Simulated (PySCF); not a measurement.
C4H6O4Zn, charge +1, doublet (typed; the unrestricted solution is spin-contaminated), at a GFN2-xTB geometry (such geometries of metal compounds can be far from the true shape) (a state made from the parent by changing its charge; the spin is typed, not shown lowest); B3LYP/STO-3G (PySCF).

Here is a job for PySCF.
```python
from pyscf import gto, scf, dft

mol = gto.M(
    atom='''
Zn   -0.00526764    0.00541762    0.00407938
C     0.09603319    2.30987692   -2.99729817
C     0.05958304    1.37652557   -1.78733793
O    -0.48074607    0.27209721   -1.91679281
O     0.56473923    1.77006141   -0.72965432
H     0.97269638    2.95034303   -2.91975243
H     0.09750893    1.70882232   -3.90472554
H    -0.81419561    2.91199958   -2.94731222
C    -0.08473146   -2.32490459    2.98585946
C    -0.04847619   -1.37930290    1.78557697
O    -0.99280301   -0.59614818    1.63171913
O     0.91760629   -1.44373053    1.01676299
H     0.93698966   -2.52487476    3.30410372
H    -0.68561149   -1.87319019    3.77283590
H    -0.55418159   -3.24703751    2.63538721
''',
    basis='sto-3g',
    charge=1,
    spin=1,
    verbose=4,
)

mf = dft.UKS(mol)
mf.xc = 'b3lyp'
mf.kernel()
```

What the program printed (banner, timings and long lists left out):

```
PySCF version 2.14.0

[INPUT] verbose = 4
[INPUT] num. atoms = 15
[INPUT] num. electrons = 91
[INPUT] charge = 1
[INPUT] spin (= nelec alpha-beta = 2S) = 1
[INPUT] symmetry False subgroup None
[INPUT] Mole.unit = angstrom
[INPUT] Symbol           X                Y                Z      unit          X                Y                Z       unit  Magmom
[...]
nuclear repulsion = 746.195669507943
number of shells = 38
number of NR pGTOs = 192
number of NR cGTOs = 64
basis = sto-3g
ecp = {}

******** <class 'pyscf.dft.uks.UKS'> ********
method = UKS
initial guess = minao
damping factor = 0
level_shift factor = 0
DIIS = <class 'pyscf.scf.diis.CDIIS'>
diis_start_cycle = 1
diis_space = 8
diis_damp = 0
SCF conv_tol = 1e-09
SCF conv_tol_grad = None
SCF max_cycles = 50
direct_scf = True
direct_scf_tol = 1e-13
number electrons alpha = 46  beta = 45
XC library pyscf.dft.libxc version 7.1.2
    S. Lehtola, C. Steigemann, M. J. T. Oliveira, and M. A. L. Marques,  SoftwareX 7, 1–5 (2018)
XC functionals = b3lyp
    P. J. Stephens, F. J. Devlin, C. F. Chabalowski, and M. J. Frisch,  J. Phys. Chem. 98, 11623 (1994)
radial grids:
    Treutler-Ahlrichs [JCP 102, 346 (1995); DOI:10.1063/1.469408] (M4) radial grids

becke partition: Becke, JCP 88, 2547 (1988); DOI:10.1063/1.454033
pruning grids: <function nwchem_prune>
grids dens level: 3
symmetrized grids: False
atomic radii adjust function: <function treutler_atomic_radii_adjust>
small_rho_cutoff = 0
Set gradient conv threshold to 3.16228e-05
tot grids = 192288
init E= -2209.33283381933

cycle= 1 E= -2178.54891350742  delta_E= 30.8  |g|= 3.93  |ddm|= 5.76
cycle= 2 E= -2199.73150710315  delta_E= -21.2  |g|= 1.37  |ddm|= 6.43

cycle= 3 E= -2158.5264902521  delta_E= 41.2  |g|=  4.4  |ddm|= 10.3
cycle= 4 E= -2160.15681607039  delta_E= -1.63  |g|= 4.12  |ddm|=  4.4
cycle= 5 E= -2159.01976511323  delta_E= 1.14  |g|= 4.07  |ddm|=  6.2

cycle= 6 E= -2160.25888022416  delta_E= -1.24  |g|= 4.26  |ddm|= 1.98

cycle= 7 E= -2160.4046701021  delta_E= -0.146  |g|= 4.27  |ddm|= 0.317

cycle= 8 E= -2161.93091384693  delta_E= -1.53  |g|=  4.3  |ddm|= 4.43
cycle= 9 E= -2160.15985504057  delta_E= 1.77  |g|= 4.26  |ddm|= 4.87

cycle= 10 E= -2159.43500363704  delta_E= 0.725  |g|= 4.24  |ddm|= 0.653

cycle= 11 E= -2174.61721256899  delta_E= -15.2  |g|= 2.96  |ddm|= 10.6
cycle= 12 E= -2109.7820390419  delta_E= 64.8  |g|= 5.35  |ddm|=   14
cycle= 13 E= -2199.13963383578  delta_E= -89.4  |g|= 3.14  |ddm|= 13.2
[...]
cycle= 22 E= -2209.39964114528  delta_E= -0.00104  |g|= 0.0207  |ddm|= 0.0734
cycle= 23 E= -2209.40030410362  delta_E= -0.000663  |g|= 0.0123  |ddm|= 0.091
cycle= 24 E= -2209.40043311074  delta_E= -0.000129  |g|= 0.00987  |ddm|= 0.0322
cycle= 25 E= -2209.4005609464  delta_E= -0.000128  |g|= 0.00826  |ddm|= 0.0383
cycle= 26 E= -2209.40068790191  delta_E= -0.000127  |g|= 0.00603  |ddm|= 0.062
cycle= 27 E= -2209.4007165916  delta_E= -2.87e-05  |g|= 0.00305  |ddm|= 0.0238
cycle= 28 E= -2209.40072109997  delta_E= -4.51e-06  |g|= 0.00141  |ddm|= 0.0175
cycle= 29 E= -2209.40072708476  delta_E= -5.98e-06  |g|= 0.00122  |ddm|= 0.0171
cycle= 30 E= -2209.40072856942  delta_E= -1.48e-06  |g|= 0.000517  |ddm|= 0.00384
cycle= 31 E= -2209.40073056803  delta_E= -2e-06  |g|= 0.000587  |ddm|= 0.00406
cycle= 32 E= -2209.40073149454  delta_E= -9.27e-07  |g|= 0.000506  |ddm|= 0.00159
cycle= 33 E= -2209.40073060668  delta_E= 8.88e-07  |g|= 0.000501  |ddm|= 0.00144
cycle= 34 E= -2209.40072751557  delta_E= 3.09e-06  |g|= 0.000529  |ddm|= 0.00515
cycle= 35 E= -2209.40072401459  delta_E= 3.5e-06  |g|= 0.000504  |ddm|= 0.00632
cycle= 36 E= -2209.40071477476  delta_E= 9.24e-06  |g|= 0.000389  |ddm|= 0.0215
cycle= 37 E= -2209.40070965336  delta_E= 5.12e-06  |g|= 0.000277  |ddm|= 0.02
cycle= 38 E= -2209.40070887287  delta_E= 7.8e-07  |g|= 0.000213  |ddm|= 0.00631
cycle= 39 E= -2209.40070880401  delta_E= 6.89e-08  |g|= 0.000164  |ddm|= 0.0026
cycle= 40 E= -2209.4007089529  delta_E= -1.49e-07  |g|= 0.000158  |ddm|= 0.00127
cycle= 41 E= -2209.4007088806  delta_E= 7.23e-08  |g|= 0.000154  |ddm|= 0.00318
cycle= 42 E= -2209.40070914431  delta_E= -2.64e-07  |g|= 0.000117  |ddm|= 0.002
cycle= 43 E= -2209.40070935895  delta_E= -2.15e-07  |g|= 0.000103  |ddm|= 0.00225
cycle= 44 E= -2209.40070949806  delta_E= -1.39e-07  |g|= 9.67e-05  |ddm|= 0.00133
cycle= 45 E= -2209.40070957225  delta_E= -7.42e-08  |g|= 9.13e-05  |ddm|= 0.00073
cycle= 46 E= -2209.40070967797  delta_E= -1.06e-07  |g|= 8.78e-05  |ddm|= 0.00109
cycle= 47 E= -2209.40070976178  delta_E= -8.38e-08  |g|= 8.52e-05  |ddm|= 0.00085
cycle= 48 E= -2209.40070989662  delta_E= -1.35e-07  |g|= 8.03e-05  |ddm|= 0.00132
cycle= 49 E= -2209.40071024241  delta_E= -3.46e-07  |g|= 8.13e-05  |ddm|= 0.0036
cycle= 50 E= -2209.40071010376  delta_E= 1.39e-07  |g|= 7.83e-05  |ddm|= 0.00151
SCF not converged.
SCF energy = -2209.40071010376 after 50 cycles  <S^2> = 0.93116615  2S+1 = 2.1736294
```

The run did not converge; its last values are not results.
